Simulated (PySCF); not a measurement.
Cartesian coordinates (Å):
```xyz
6

Ta     0.0000     0.0001     0.0000
Cl    -0.8918     1.7368    -1.2151
Cl     1.5782    -1.3761    -0.9501
Cl     1.7005     1.4156     0.7750
Cl    -0.6858    -0.3611     2.1650
Cl    -1.7012    -1.4153    -0.7748
```
Charge 0, multiplicity 1.

Problem. Give the total energy, dipole moment and LUMO at the level TPSSh-D3(BJ)/def2-TZVP // PBE-D3(BJ)/def2-SVP (PySCF).

Solution. 
| Quantity | Value |
|---|---|
| total energy | -64177.91 eV |
| dipole moment | 0.00 D |
| LUMO | -4.23 eV |
